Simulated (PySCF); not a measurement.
Match the calculated data to a structure.

All candidates are C6H13BO2.

| technique | computed result |
| --- | --- |
| Valence photoelectron | vertical ionisation energy: 9.78 eV [ΔSCF wB97X-D/def2-SVPD] |
| 1H NMR | chemical shifts (computed TMS as zero) by class: 2.64 (2 H), 1.58 (2 H), 1.57 (1 H), 1.42 (2 H), 1.24 (2 H), 1.21 (1 H), 1.15 (2 H), 0.66 (1 H) ppm [GIAO B3LYP/pcSseg-1] |
| 13C NMR | chemical shifts (computed TMS as zero) by class: 32.1 (2 C), 31.3 (2 C), 30.7 (1 C), 28.0 (1 C) ppm [GIAO B3LYP/pcSseg-1] |
| Triplet | lowest triplet excitation (Tamm–Dancoff): 7.52 eV [TDA wB97X-D/def2-SVPD] |
| Dipole | 2.37 D [wB97X-D/def2-SVPD] |
| XPS | B1s 196.9, C1s 289.5, C1s 290.0 (×2), C1s 290.0 (×2), C1s 290.1, O1s 539.1 (×2) eV [ΔSCF SCAN, pcX-2 on the ionised atom, pcseg-1 elsewhere, spin-free X2C] |
| NMR, other nuclei | isotropic shieldings of nuclei other than C and H, by class: 67 (1 B), 212 (2 O) ppm [GIAO B3LYP/pcSseg-1] |
| Rotational structure | rotational constants A, B, C: 3.078, 0.957, 0.886 GHz [PBE0-D3(BJ)/def2-SVP] |

The electronic properties come from PySCF, for the isolated species, density fitting. Levels stand in brackets. One conformer (not necessarily the lowest) at the PBE0-D3(BJ)/def2-SVP geometry, without solvent, vibrations or thermal averaging. Each NMR value is the plain mean over a class of atoms that symmetry, rotation or inversion makes alike.

Question: Which candidate is it?
A. `OB(O)C1CCCCC1`
B. `CC/C=C\B(OC)OC`
C. `C=C(C)COB(C)OC`
D. `C=C(CC)B(OC)OC`

Answer: A. It is `OB(O)C1CCCCC1`. Numbering: `[OH:1][B:2]([OH:3])[CH:4]1[CH2:5][CH2:6][CH2:7][CH2:8][CH2:9]1`. 6 carbons fall into 4 classes; from least to most shielded: ring CH2 carbon [C5/C9] (32.1 ppm, 2 C), ring CH2 carbon [C6/C8] (31.3 ppm, 2 C), ring CH2 carbon [C7] (30.7 ppm), ring sp3 carbon bound to boron [C4] (28.0 ppm). Hydrogen classes from least to most shielded: 2 H on 2 boron-bound oxygens, O1/O3 (2.64 ppm), 2 H on 2 ring CH2 carbons, C6/C8 (1.58 ppm), 1 H on a ring CH2 carbon, C7 (1.57 ppm), 2 H on 2 ring CH2 carbons, C5/C9 (1.42 ppm), 2 H on 2 ring CH2 carbons, C5/C9 (1.24 ppm), 1 H on a ring CH2 carbon, C7 (1.21 ppm), 2 H on 2 ring CH2 carbons, C6/C8 (1.15 ppm), 1 H on an sp3 carbon bound to boron, C4 (0.66 ppm). The other shieldings belong to: 67 ppm, three-coordinate boron [B2]; 212 ppm, boron-bound oxygen [O1/O3]. The core levels belong to: B1s 196.9 eV, three-coordinate boron [B2]; C1s 289.5 eV, sp3 carbon bound to boron [C4]; C1s 290.0 eV, ring CH2 carbon [C5/C9]; C1s 290.0 eV, ring CH2 carbon [C6/C8]; C1s 290.1 eV, ring CH2 carbon [C7]; O1s 539.1 eV, boron-bound oxygen [O1/O3]. One atom of each topological class was ionised and stands for its class. The first electron is taken from the HOMO, whose largest Löwdin shares are 0.19 on the sp3 carbon bound to boron, 0.11 on the three-coordinate boron and 0.11 on each of 2 atoms of one kind (ring CH2 carbon). By its constants the optimised geometry is an asymmetric top.

The others, at the same levels:
- `C=C(C)COB(C)OC` fails: it has 6 carbon classes against 4; its computed 13C shifts are 152.4 (1 C), 114.1 (1 C), 67.3 (1 C), 53.9 (1 C), 21.5 (1 C), -3.6 (1 C) ppm, core binding energies are B1s 196.7, C1s 289.5, C1s 290.0, C1s 290.3, C1s 290.7, C1s 291.9, C1s 292.5, O1s 538.1, O1s 538.4 eV and 1H shifts are 5.50 (1 H), 5.07 (1 H), 4.31 (2 H), 3.55 (3 H), 1.66 (3 H), 0.29 (3 H) ppm.
- `C=C(CC)B(OC)OC` fails: it has 5 carbon classes against 4; its computed 13C shifts are 158.5 (1 C), 131.1 (1 C), 53.9 (2 C), 37.1 (1 C), 17.4 (1 C) ppm, core binding energies are B1s 196.5, C1s 289.8, C1s 289.8, C1s 290.3, C1s 290.3, C1s 292.0 (×2), O1s 538.1 (×2) eV and 1H shifts are 5.76 (1 H), 5.29 (1 H), 3.74 (6 H), 2.17 (2 H), 0.91 (3 H) ppm.
- `CC/C=C\B(OC)OC` fails: it has 5 carbon classes against 4; its computed 13C shifts are 170.1 (1 C), 123.8 (1 C), 52.8 (2 C), 30.2 (1 C), 16.5 (1 C) ppm, core binding energies are B1s 196.3, C1s 289.4, C1s 290.1, C1s 290.2, C1s 290.3, C1s 292.0 (×2), O1s 538.0 (×2) eV and 1H shifts are 6.68 (1 H), 5.40 (1 H), 3.64 (6 H), 2.48 (2 H), 1.00 (3 H) ppm.

Each candidate is one conformer, not necessarily the lowest. The conformers computed, where there is a choice (atom-mapped SMILES and torsion angles):
- `[CH2:1]=[C:2]([CH3:3])[CH2:4][O:5][B:6]([CH3:7])[O:8][CH3:9]`: C1–C2–C4–O5 0°, C2–C4–O5–B6 -135°, C4–O5–B6–C7 179°, O5–B6–O8–C9 179°
- `[CH2:1]=[C:2]([CH2:3][CH3:4])[B:5]([O:6][CH3:7])[O:8][CH3:9]`: C1–C2–C3–C4 121°, C1–C2–B5–O6 142°, C2–B5–O6–C7 180°, C2–B5–O8–C9 -5°
- `[CH3:1][CH2:2]/[CH:3]=[CH:4]\[B:5]([O:6][CH3:7])[O:8][CH3:9]`: C1–C2–C3–C4 107°, C3–C4–B5–O6 -17°, C4–B5–O6–C7 180°, C4–B5–O8–C9 -2°

The conformers of `OB(O)C1CCCCC1` aren't listed.
